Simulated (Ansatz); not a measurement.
C$_{5}$H$_{14}$Si$_{2}$, singlet, geometry from GFN2-xTB, with bond 13-3 at 1.4 times its length; SC-NEVPT2/STO-3G, CASSCF(2,2) (Ansatz, a quantum-chemistry and plane-wave program).

The Ansatz input:
Ansatz 0.2 input:
```yaml
crystal:
  periodic: [false, false, false]
  atoms:
    - {symbol: Si, position_ang: [2.53722550, 0.66771044, 0.67957193]}
    - {symbol: C, position_ang: [3.78564478, -0.59910683, 0.00926135]}
    - {symbol: C, position_ang: [0.90436779, 0.45584853, -0.23577224]}
    - {symbol: C, position_ang: [-0.26730457, 0.15831170, 0.32337683]}
    - {symbol: Si, position_ang: [-1.89838455, -0.08112193, -0.59819632]}
    - {symbol: C, position_ang: [-2.38996648, -1.92106503, -0.53341223]}
    - {symbol: C, position_ang: [-3.24912995, 0.95893566, 0.24936012]}
    - {symbol: H, position_ang: [2.33503069, 0.45422970, 2.11871337]}
    - {symbol: H, position_ang: [3.05484305, 2.02592986, 0.45321384]}
    - {symbol: H, position_ang: [3.43836452, -1.61737029, 0.16144209]}
    - {symbol: H, position_ang: [3.95016570, -0.46462990, -1.05619654]}
    - {symbol: H, position_ang: [4.74721118, -0.50125120, 0.50441667]}
    - {symbol: H, position_ang: [0.93709817, 0.63394854, -1.74431066]}
    - {symbol: H, position_ang: [-0.29009526, 0.03375079, 1.40145062]}
    - {symbol: H, position_ang: [-1.74499617, 0.34085918, -2.00219038]}
    - {symbol: H, position_ang: [-3.33339495, -2.09499787, -1.04253268]}
    - {symbol: H, position_ang: [-2.50216605, -2.26540213, 0.49102051]}
    - {symbol: H, position_ang: [-1.63945448, -2.54608974, -1.00810467]}
    - {symbol: H, position_ang: [-3.00158163, 2.01606745, 0.23453062]}
    - {symbol: H, position_ang: [-4.20765909, 0.83837765, -0.24652884]}
    - {symbol: H, position_ang: [-3.37945717, 0.66768012, 1.28792322]}
basis:
  gaussian:
    orbitals: STO-3G
magnetization: {spin_polarized: false}
correlation: {method: sc_nevpt2, electrons: all, active_space: {window: {electrons: 2, orbitals: 2}}}
```

It wrote (shortened):

```
Functional definition: HF
738 factors; integrals over basis functions are off by at most 3.8e-5 eV
mean field evaluation 1: about -20851.8419 eV, gradient 1.7e1 eV
mean field evaluation 2: about -20852.0532 eV, gradient 1.6e1 eV
mean field evaluation 4: about -20853.2888 eV, gradient 1.3e0 eV
mean field evaluation 8: about -20853.2930 eV, gradient 7.4e-6 eV
mean field -20853.29303713 eV, -766.3443842450 hartree, gradient 1.4e-6 eV, S^2 0.000000; 0 other end points of the search recorded, 0 dependent functions left out; unrestricted orbitals would lower it
reference -20853.29303713 eV, -766.3443842450 hartree; 36, 36 occupied and 21, 21 virtual orbitals, 738 factors
state -20854.42823704 eV, -766.3861020719 hartree
state -20854.42823704 eV, -766.3861020719 hartree; corrected -20863.86328677 eV, -766.7328337542 hartree
Total energy: -20863.86328677 eV, -766.7328337542 hartree
```
